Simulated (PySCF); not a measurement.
## Electric field gradients and quadrupole coupling constants

Species: CrO₃ (singlet state).
Structure used (PBE0-D3(BJ)/def2-SVP), in Å, numbered top down from 1:
```xyz
4
CrO3 angstrom
Cr     0.0192    0.0054    0.2949
O      1.4899   -0.0158   -0.1968
O     -0.7447    1.3046   -0.0732
O     -0.7644   -1.2943   -0.0248
```

Field gradients from the PBE0/pcSseg-1 (pcSseg-2 on Cr) density (PySCF, non-relativistic), principal values in atomic units, ordered |Vxx| ≤ |Vyy| ≤ |Vzz|:

| atom | Vxx | Vyy | Vzz |
| --- | --- | --- | --- |
| Cr1 | -1.1326 | -1.1391 | 2.2717 |
| O2 | -0.0265 | -1.0029 | 1.0293 |
| O3 | -0.0268 | -1.0025 | 1.0293 |
| O4 | -0.0266 | -1.0024 | 1.0290 |

**Question.** Find the asymmetry η = (Vxx − Vyy)/Vzz and the couplings χ = eQV/h (234.96 MHz × Q in barn × V in au), with Q(53Cr) = −0.15 b, Q(17O) = −0.0256 b.

**Answer.** 
| atom | environment | nucleus | η | χzz (MHz) | χxx (MHz) | χyy (MHz) |
| --- | --- | --- | --- | --- | --- | --- |
| Cr1 | chromium bonded to 3 O | 53Cr | 0.00 | -80.07 | 39.92 | 40.15 |
| O2 | oxygen bonded to Cr | 17O | 0.95 | -6.19 | 0.16 | 6.03 |
| O3 | oxygen bonded to Cr | 17O | 0.95 | -6.19 | 0.16 | 6.03 |
| O4 | oxygen bonded to Cr | 17O | 0.95 | -6.19 | 0.16 | 6.03 |

The gradient is axial or nearly so (η below 0.05) at Cr1. At O2, O3 and O4 η is above 0.9: Vyy and Vzz are nearly equal in size and opposite in sign, so a small change could swap them and flip the sign of χzz. The tensor is traceless: Vxx + Vyy + Vzz = 0.

**Question.** What is Vzz at O4 in SI units (1 au = 9.71736 × 10²¹ V/m²)?

**Answer.** 1.0290 au = 9.999 × 10²¹ V/m².

Geometry: PBE0-D3(BJ)/def2-SVP; no solvent, vibrations or thermal averaging. A larger basis could move these couplings by a tenth or more. Field gradients at transition-metal nuclei can change strongly with the functional.

These values come from a run that also computed NMR shieldings. Hardware: one thread of an Arm Neoverse V2, on a shared host. Cost: 5.7 s of wall time.
